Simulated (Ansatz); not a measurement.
Consider the substitution at a C–B bond: `CBC=O` + `SBS` → `CSBS` + `BC=O`.

Calculated with Ansatz (gas phase, PBE0-D4/def2-TZVP geometries, no zero-point term in ΔE). CCSD(T)/CBS is the MP2 limit (def2-TZVPP, def2-QZVPP) plus CCSD(T) − MP2 in def2-TZVPP, frozen cores. Functionals use def2-TZVPP. B3LYP here is the variant with VWN-RPA as its local correlation; programs differ in this. Each species was taken in one conformer, which may not be the lowest.

`CBC=O`:

Z-matrix (Å, degrees):
```
C
B 1 1.550
H 1 1.103 2 105.1
H 1 1.091 2 114.7 3 117.0
H 1 1.092 2 113.6 3 -115.0
C 2 1.573 1 121.7 3 -98.2
H 2 1.199 1 121.5 3 82.8
O 6 1.214 2 116.5 1 -86.3
H 6 1.117 2 124.0 1 94.7
```

`SBS`:

```xyz
6

S     1.135   -0.881    1.118
B     0.036    0.291    0.343
S    -0.716   -0.008   -1.250
H     1.121   -1.837    0.172
H    -0.173    1.294    0.948
H    -1.403    1.142   -1.331
```

`CSBS`:

Cartesian coordinates in Å:
```
C 1.195 -0.729 -0.880
S -0.525 -0.174 -0.763
B -0.608 0.546 0.857
S -2.103 1.269 1.516
H 1.316 -1.192 -1.858
H 1.412 -1.464 -0.107
H 1.876 0.116 -0.796
H 0.349 0.570 1.569
H -2.913 1.056 0.462
```

`BC=O`:

```xyz
6

B    -0.354   -0.255    0.617
C     0.545    0.137   -0.568
O    -0.259    0.868   -1.124
H    -1.106   -1.170    0.481
H    -0.381    0.459    1.571
H     1.555   -0.039   -0.976
```

**Question.** Is it downhill or uphill in electronic energy at CCSD(T)/CBS, and by how much? (An estimate is asked.)

**Answer.** Ansatz gave: Uphill: ΔE = +61.4 kJ/mol.

**Question.** What do these levels give: LDA (SPW92), BLYP-D4, B3LYP-D4, r2SCANh-D4, BHLYP-D4, ωB97M-V, BLYP, HF/def2-TZVPP, HF/def2-QZVPP, MP2/def2-QZVPP, SCS-MP2/def2-QZVPP, HF/CBS(def2)? (Estimate.)

**Answer.** Computed: LDA (SPW92) 56.5, BLYP-D4 56.2, B3LYP-D4 62.5, r2SCANh-D4 61.9, BHLYP-D4 69.3, ωB97M-V 63.9, BLYP 59.1, HF/def2-TZVPP 78.0, HF/def2-QZVPP 77.7, MP2/def2-QZVPP 58.9, SCS-MP2/def2-QZVPP 60.0, HF/CBS(def2) 77.7 kJ/mol.

Largest T1 diagnostic among the species: 0.021, so the coupled-cluster value is less sure than usual.

In def2-TZVPP, CCSD(T) changes the Hartree–Fock value by −15.9 kJ/mol (the triples alone add −5.1 kJ/mol) and MP2 by −18.6 kJ/mol. At CCSD(T), def2-SVP lies +8.4 kJ/mol from the extrapolated value and def2-TZVPP +0.6 kJ/mol. Leaving LDA and LC-ωPBE aside and taking each functional with its dispersion term where it has one, the values, not all of them listed here, spread over 16.0 kJ/mol, from revPBE-D4 to BHLYP-D4.
